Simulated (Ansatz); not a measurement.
Mulliken charges of `C[CH2][Sn][Cl]` from PBE/def2-TZVPP in Ansatz (PBE0-D4/def2-TZVP geometry).

```csv
atom,x (Å),y (Å),z (Å),charge (e)
C1,-0.345,0.919,0.042,-0.261
C2,0.295,-0.311,0.677,-0.407
Sn3,1.508,-1.502,-0.706,0.595
Cl4,-0.278,-1.857,-2.244,-0.386
H5,-0.981,0.642,-0.801,0.097
H6,-0.966,1.465,0.759,0.086
H7,0.404,1.625,-0.329,0.075
H8,0.928,-0.036,1.527,0.098
H9,-0.476,-0.991,1.058,0.104
```

Q: By hand: the dipole of these point charges (1 e Å = 4.8032 D).

A: Σ q r = (0.868, -0.087, 0.382) e Å, of length 0.952 e Å = 4.57 D.

Q: How does the dipole of the full density compare? (An estimate is asked.)

A: The calculation gave: (0.338, 0.137, 0.422) e Å, 2.68 D; the point charges give 1.71 times that, at 34° from its direction.

Point charges leave out the atoms' own dipoles, such as those of lone pairs, and Mulliken's split depends on the basis, so the two needn't agree.
